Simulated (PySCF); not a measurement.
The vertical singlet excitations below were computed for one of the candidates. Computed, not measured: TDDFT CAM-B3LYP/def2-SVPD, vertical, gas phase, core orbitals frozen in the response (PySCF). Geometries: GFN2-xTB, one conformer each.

| state | λ (nm) | f |
| --- | --- | --- |
| S1 | 253.4 | 0.348 |
| S2 | 215.5 | 0.0024 |
| S3 | 204.9 | 0.0000 |
| S4 | 198.5 | 0.024 |
| S5 | 197.1 | 0.0025 |
| S6 | 195.8 | 0.0008 |
| S7 | 187.0 | 0.0007 |
| S8 | 180.9 | 0.179 |

Orbital energies (eV): HOMO-3 -10.48, HOMO-2 -9.50, HOMO-1 -9.25, HOMO -7.39, LUMO 0.12, LUMO+1 0.88, LUMO+2 1.00.

Question: Which candidate is it? All have the formula C5H8N2Si.
A. `c1(C=C)cncn1[SiH3]`
B. `C=CC1=CN([SiH3])N=C1`
C. `[H]/N=C\[SiH2]n1cccc1`
D. `C#CC[Si@@](C)(N)C#N`

Answer: A. Its S1 lies at 4.89 eV; the nearest of the others has S1 at 5.25 eV. S1 is HOMO→LUMO (97%). Löwdin shares by element: HOMO carbon 70% or more (atoms not listed hold the other 30%); LUMO carbon 64% or more (atoms not listed hold the other 36%). At the same level the other candidates give, for their lowest levels:
- `C=Cc1cnn([SiH3])c1`: 236 nm (f 0.324); 204 nm (f 0.029); 201 nm (f 0.000); 189 nm (f 0.001); 187 nm (f 0.008); T1 3.39 eV; HOMO -7.64, LUMO 0.40 eV
- `[H]/N=C\[SiH2]n1cccc1`: 293 nm (f 0.000); 228 nm (f 0.001); 207 nm (f 0.000); 199 nm (f 0.079); 198 nm (f 0.002); T1 3.41 eV; HOMO -7.73, LUMO 0.07 eV
- `C#CC[Si@@](C)(N)C#N`: 189 nm (f 0.001); 183 nm (f 0.031); 181 nm (f 0.001); 180 nm (f 0.031); 174 nm (f 0.002); T1 5.47 eV; HOMO -9.08, LUMO 0.74 eV

Shape of the structure used: `[CH2:1]=[CH:2][c:3]1[cH:4][n:5][cH:6][n:7]1[SiH3:8]`: C1–C2–C3–C4 0°.
Triplets come from the Tamm–Dancoff approximation.
